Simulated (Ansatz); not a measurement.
Input file for Ansatz (a quantum-chemistry and plane-wave program): R-SVWN5/def2-TZVPP on H4SeSn (SMILES [SeH][SnH3]), a point of a torsion scan. Elements past Kr take the def2 small-core potentials; no spin–orbit coupling.

Ansatz 0.2 input:
```yaml
crystal:
  periodic: [false, false, false]
  atoms:
    - {symbol: Se, position_ang: [1.72635728, -0.90408653, -0.13257952]}
    - {symbol: Sn, position_ang: [-0.61062128, -0.02043561, 0.01798596]}
    - {symbol: H, position_ang: [2.34180887, 0.38479011, 0.01824664]}
    - {symbol: H, position_ang: [-0.62704671, 1.62101702, -0.31992116]}
    - {symbol: H, position_ang: [-1.25620726, -0.25251736, 1.54675198]}
    - {symbol: H, position_ang: [-1.57001706, -0.82231671, -1.08961239]}
basis:
  gaussian:
    orbitals: def2-TZVPP
hamiltonian:
  xc: {name: SVWN5}
scf: {lower_state_search: off}
```

It printed:

```
WARN ansatz: RAYON_NUM_THREADS=1 ignored (pool sized by the plan → 1); use --threads N
Functional definition: SVWN5
these checks for a lower state are left out or cut short: stability, starts, cluster_reference, orbital_swaps, neighbouring_geometries, increment
integrals: 0.07 GiB planned
1011 factors; their error is unknown
mean field: 0.49 GiB planned
mean field evaluation 1: about -71142.4223 eV, gradient 2.3e1 eV
mean field evaluation 2: about -71143.0282 eV, gradient 1.7e1 eV
mean field evaluation 4: about -71143.6472 eV, gradient 9.7e-1 eV
mean field evaluation 8: about -71143.6177 eV, gradient 2.3e-2 eV
mean field evaluation 16: about -71143.6177 eV, gradient 1.2e-6 eV
mean field -71143.61772422 eV, -2614.4797284889 hartree, gradient 1.2e-6 eV, S^2 0.000000; 0 other end points of the search recorded, 0 dependent functions left out
reference -71143.61776680 eV, -2614.4797300539 hartree; 30, 30 occupied and 124, 124 virtual orbitals, 1011 factors
Total energy: -71143.61776680 eV, -2614.4797300539 hartree
Checks for a lower state left out: stability, starts, cluster_reference, orbital_swaps, neighbouring_geometries, increment
```

The run converged.

Cost: around 1.1 core-seconds (rough).
